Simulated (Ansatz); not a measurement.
`FCCCS` + `F[SiH2][AlH2]` → `FC[SiH](F)[AlH2]` + `CCS`  (formal exchange of groups at a C–C bond)

Gas-phase electronic energies from Ansatz, PBE0-D4/def2-TZVP geometries. CBS: MP2 limit from def2 TZ/QZ plus the TZ coupled-cluster correction, frozen cores. Functionals use def2-TZVPP. B3LYP here is the variant with VWN-RPA as its local correlation; programs differ in this. HSE06 is defined as in plane-wave codes. Each species was taken in one conformer, which may not be the lowest.

```json
{"level": "LDA (SPW92)", "ΔE (kJ/mol)": "-1.5", "difference from CCSD(T)/CBS": "1.7"}
{"level": "PBE-D4", "ΔE (kJ/mol)": "-9.7", "difference from CCSD(T)/CBS": "-6.5"}
{"level": "revPBE-D4", "ΔE (kJ/mol)": "-9.4", "difference from CCSD(T)/CBS": "-6.2"}
{"level": "BLYP-D4", "ΔE (kJ/mol)": "-10.7", "difference from CCSD(T)/CBS": "-7.5"}
{"level": "r2SCAN-D4", "ΔE (kJ/mol)": "-7.4", "difference from CCSD(T)/CBS": "-4.2"}
{"level": "B97M-V", "ΔE (kJ/mol)": "-4.4", "difference from CCSD(T)/CBS": "-1.2"}
{"level": "B3LYP-D4", "ΔE (kJ/mol)": "-7.5", "difference from CCSD(T)/CBS": "-4.3"}
{"level": "r2SCANh-D4", "ΔE (kJ/mol)": "-6.3", "difference from CCSD(T)/CBS": "-3.1"}
{"level": "r2SCAN0-D4", "ΔE (kJ/mol)": "-4.6", "difference from CCSD(T)/CBS": "-1.4"}
{"level": "HSE06-D4", "ΔE (kJ/mol)": "-6.1", "difference from CCSD(T)/CBS": "-2.9"}
{"level": "BHLYP-D4", "ΔE (kJ/mol)": "-3.5", "difference from CCSD(T)/CBS": "-0.3"}
{"level": "ωB97X-V", "ΔE (kJ/mol)": "-2.6", "difference from CCSD(T)/CBS": "0.6"}
{"level": "ωB97M-V", "ΔE (kJ/mol)": "-5.0", "difference from CCSD(T)/CBS": "-1.8"}
{"level": "B2PLYP", "ΔE (kJ/mol)": "-5.8", "difference from CCSD(T)/CBS": "-2.6"}
{"level": "PBE-QIDH", "ΔE (kJ/mol)": "-2.2", "difference from CCSD(T)/CBS": "1.0"}
{"level": "PBE", "ΔE (kJ/mol)": "-10.7", "difference from CCSD(T)/CBS": "-7.5"}
{"level": "BLYP", "ΔE (kJ/mol)": "-13.1", "difference from CCSD(T)/CBS": "-9.9"}
{"level": "r2SCAN", "ΔE (kJ/mol)": "-7.8", "difference from CCSD(T)/CBS": "-4.6"}
{"level": "PBE0", "ΔE (kJ/mol)": "-6.7", "difference from CCSD(T)/CBS": "-3.5"}
{"level": "B3LYP", "ΔE (kJ/mol)": "-9.0", "difference from CCSD(T)/CBS": "-5.8"}
{"level": "r2SCANh", "ΔE (kJ/mol)": "-6.7", "difference from CCSD(T)/CBS": "-3.5"}
{"level": "HSE06", "ΔE (kJ/mol)": "-6.9", "difference from CCSD(T)/CBS": "-3.7"}
{"level": "BHLYP", "ΔE (kJ/mol)": "-3.8", "difference from CCSD(T)/CBS": "-0.6"}
{"level": "CAM-B3LYP", "ΔE (kJ/mol)": "-4.9", "difference from CCSD(T)/CBS": "-1.7"}
{"level": "LC-ωPBE", "ΔE (kJ/mol)": "-5.4", "difference from CCSD(T)/CBS": "-2.2"}
{"level": "RPA@PBE/def2-TZVPP", "ΔE (kJ/mol)": "1.1", "difference from CCSD(T)/CBS": "4.3"}
{"level": "HF/def2-SVP", "ΔE (kJ/mol)": "11.2", "difference from CCSD(T)/CBS": "14.4"}
{"level": "MP2/def2-SVP", "ΔE (kJ/mol)": "13.2", "difference from CCSD(T)/CBS": "16.4"}
{"level": "CCSD/def2-SVP", "ΔE (kJ/mol)": "13.6", "difference from CCSD(T)/CBS": "16.8"}
{"level": "CCSD(T)/def2-SVP", "ΔE (kJ/mol)": "13.8", "difference from CCSD(T)/CBS": "17.0"}
{"level": "HF/def2-TZVPP", "ΔE (kJ/mol)": "0.6", "difference from CCSD(T)/CBS": "3.8"}
{"level": "MP2/def2-TZVPP", "ΔE (kJ/mol)": "-0.9", "difference from CCSD(T)/CBS": "2.3"}
{"level": "SCS-MP2/def2-TZVPP", "ΔE (kJ/mol)": "-0.5", "difference from CCSD(T)/CBS": "2.7"}
{"level": "CCSD/def2-TZVPP", "ΔE (kJ/mol)": "-0.7", "difference from CCSD(T)/CBS": "2.5"}
{"level": "CCSD(T)/def2-TZVPP", "ΔE (kJ/mol)": "-1.1", "difference from CCSD(T)/CBS": "2.1"}
{"level": "HF/def2-QZVPP", "ΔE (kJ/mol)": "0.1", "difference from CCSD(T)/CBS": "3.3"}
{"level": "SCS-MP2/def2-QZVPP", "ΔE (kJ/mol)": "-2.0", "difference from CCSD(T)/CBS": "1.2"}
{"level": "HF/CBS(def2)", "ΔE (kJ/mol)": "0.0", "difference from CCSD(T)/CBS": "3.2"}
{"level": "MP2/CBS(def2)", "ΔE (kJ/mol)": "-3.0", "difference from CCSD(T)/CBS": "0.2"}
{"level": "CCSD/CBS(def2)", "ΔE (kJ/mol)": "-2.8", "difference from CCSD(T)/CBS": "0.4"}
{"level": "CCSD(T)/CBS", "ΔE (kJ/mol)": "-3.2", "difference from CCSD(T)/CBS": "0"}
```

Largest T1 diagnostic among the species: 0.012.

At CCSD(T), def2-SVP lies +17.0 kJ/mol from the extrapolated value and def2-TZVPP +2.1 kJ/mol. Leaving LDA and LC-ωPBE aside and taking each functional with its dispersion term where it has one, the values spread over 8.4 kJ/mol, from BLYP-D4 to PBE-QIDH. LDA lies +9.2 kJ/mol from PBE without D4. From BLYP to BHLYP (50 % exact exchange), in def2-TZVPP and without D4, ΔE moves by +9.3 kJ/mol.
